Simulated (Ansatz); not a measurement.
# Worked example: C5H14InN → [C3H7]+ + C2H7InN + e⁻

Species: C5H14InN `C[CH2][In]([NH2])[CH](C)C`, singlet; [C3H7]+ `C[CH+]C`, singlet; C2H7InN `C[CH2][In][NH2]`, doublet. 

Shapes, held fixed at every level: PBE0-D4/def2-TZVP. Flexible molecules stand in one conformer, not always the lowest. Programs: Ansatz 0.2.0. Electronic energies: no zero-point or thermal term.

At CCSD(T)/def2-TZVPP; 1 Eh = 27.2114 eV:

```
 species  energy (Eh)
C5H14InN  -442.749822
 [C3H7]+  -117.975976
 C2H7InN  -324.409540
```

**Question.** Work out ΔE of the reaction at this level.

**Answer.** 
1. Products less reactants: (-117.975976) + (-324.409540) − [(-442.749822)] = 0.364306 Eh = +9.91 eV.

Other levels give +9.48 (r2SCAN-D4/def2-TZVPP) to +10.09 eV (MP2/def2-TZVPP). No measured value is set beside it here. Open shells run unrestricted unless RO is named. For atoms past krypton def2 sets carry core potentials with scalar relativity. Correlated rows may include outer-core shells of In, which these sets cover unevenly. The onset seen in experiment also holds zero-point changes and kinetic shifts.
